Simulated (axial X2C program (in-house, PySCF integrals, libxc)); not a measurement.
**Outer orbitals of MgW at 2.820 Å, HF**

All values were computed with an axial X2C code built on PySCF integrals. Spin-free means the one-electron spin-free X2C Hamiltonian; two-component (2c) means X2C with spin–orbit coupling and atomic mean-field two-electron Coulomb and Gaunt terms, so the difference of the two also holds small scalar two-electron terms. Basis: W dyall-cv3z [13s14p9d7f4g], Mg dyall-cv3z [9s8p6d3f] (cores contracted in-house); Gaussian nuclei, density fitting, unrestricted open shells. Masses: W 183.951 u, Mg 23.985 u.

The distance is close to the 2c PBE0 minimum; the highest filled and lowest empty levels are listed.

Spin-free orbitals, state M_S = 3, Λ = 0 (beyond evenly filled blocks: 2 × σα, π+α, π-α, δ+α, δ-α) (Löwdin shares):

| symmetry | occupied | ε (eV) | atomic character |
| --- | --- | --- | --- |
| σα | yes | -9.73 | 40% W d, 29% Mg s, 24% W s |
| π-α | yes | -8.63 | 95% W d |
| π+α | yes | -8.63 | 95% W d |
| δ-α | yes | -8.63 | 100% W d |
| δ+α | yes | -8.63 | 100% W d |
| σα | yes | -8.34 | 52% W d, 38% W s, 7% Mg s |
| σβ | yes | -7.21 | 61% Mg s, 17% W s, 13% W p |
| σα | yes | -6.02 | 35% Mg s, 29% Mg p, 17% W p |
| π+α | no | 0.29 | 63% W p, 36% Mg p |
| π-α | no | 0.29 | 63% W p, 36% Mg p |
| σα | no | 0.41 | 55% W p, 29% Mg p, 8% W s |
| σβ | no | 0.51 | 41% Mg p, 33% W p, 23% W s |

Spinors with spin–orbit coupling (state Ω = 3):

```csv
ω,occupied,ε (eV),atomic character,λ mixture
1/2,yes,-9.72,"40% W d, 29% Mg s, 23% W s",100% σ
-3/2,yes,-8.94,100% W d,100% δ
-1/2,yes,-8.80,95% W d,"99% π, 1% σ"
3/2,yes,-8.47,"95% W d, 2% Mg p",100% π
1/2,yes,-8.35,"51% W d, 38% W s, 7% Mg s",100% σ
5/2,yes,-8.29,100% W d,100% δ
-1/2,yes,-7.22,"61% Mg s, 17% W s, 13% W p","99% σ, 1% π"
1/2,yes,-6.03,"35% Mg s, 29% Mg p, 17% W p",100% σ
-1/2,no,0.23,"65% W p, 34% Mg p","99% π, 1% σ"
3/2,no,0.35,"60% W p, 38% Mg p",100% π
1/2,no,0.40,"55% W p, 30% Mg p, 7% W s","98% σ, 2% π"
-1/2,no,0.51,"41% Mg p, 33% W p, 23% W s",100% σ
```

(1) How does the gap between the highest filled and lowest empty level change from the spin-free to the 2c table?

Mulliken charges and populations of the two-component result (they depend on the basis, above all on diffuse functions):

W -0.10 e (s 11.03 p 24.12 d 24.95 f 14.00), Mg 0.10 e (s 5.63 p 6.25 d 0.02). ⟨Lz⟩ = 0.02 ħ and ⟨Sz⟩ = 2.98 ħ (2.89 and 0.10 on the two atoms), which add up to Ω.

One determinant describes the state; a PBE0 search over occupations chose it and may have missed a lower one. PBE0 can misorder states that lie within some tenths of an eV, so this need not be the ground state of the molecule. The nearest other spin-free determinant of the search, M_S = 2, Λ = 0, lies 0.51 eV up at the distance of the search. With several unpaired electrons one determinant need not be a pure state. Open-shell Ω = 0 determinants with evenly filled partner blocks cannot be reached by this program, so the Ω shown need not be the lowest component.

Results:

(1) From 6.31 to 6.26 eV at HF, a change of -0.05 eV.
